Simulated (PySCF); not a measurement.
## Exact mass, isotope pattern and composition

Species: trans-[Ag(CN)2(OH)2]2-, `N#[C][Ag-2]([OH])([OH])[C]#N` [radical].

Calculated from isotope tables alone.

Task: Find the molar and monoisotopic masses of [C2H2AgN2O2]2-.

Result: For [C2H2AgN2O2]2-, with standard atomic weights, 1 × 107.868 + 2 × 12.011 + 2 × 14.007 + 2 × 15.999 + 2 × 1.008 = 193.918 g/mol. From the most abundant isotopes (107Ag, 12C, 14N, 16O, 1H), 1 × 106.905097 + 2 × 12.000000 + 2 × 14.003074 + 2 × 15.994915 + 2 × 1.007825 = 192.9167 u for neutral atoms; the ion's mass is 192.9178 u once 2 electron masses (0.000549 u) are added.

Task: What cluster does the ion itself show when like nominal masses merge?

Result: 
```csv
nominal mass,m/z (centroid),relative intensity
193,96.4589,100.0
194,96.9598,3.0
195,97.4587,93.3
196,97.9597,2.8
197,98.4608,0.4
```

Lines under 0.1 % of the tallest are left out. Abundances used (%; other tables differ somewhat): 107Ag 51.839, 109Ag 48.161; 12C 98.93, 13C 1.07; 14N 99.632, 15N 0.368; 16O 99.757, 17O 0.038, 18O 0.205; 1H 99.9885, 2H 0.0115.

Task: Give the mass fraction of each element.

Result: Ag 55.63 %, C 12.39 %, N 14.45 %, O 16.50 %, H 1.04 %.

Task: What resolving power m/Δm just matches the spacing of the species with one 15N and with one 13C?

Result: They lie 0.00632 u apart at mass 193.91, so m/Δm is about 31000.

Task: What share of all these ions is the monoisotopic species?

Result: 0.51839 × 0.9893^2 × 0.99632^2 × 0.99757^2 × 0.999885^2 = 50.11 %.
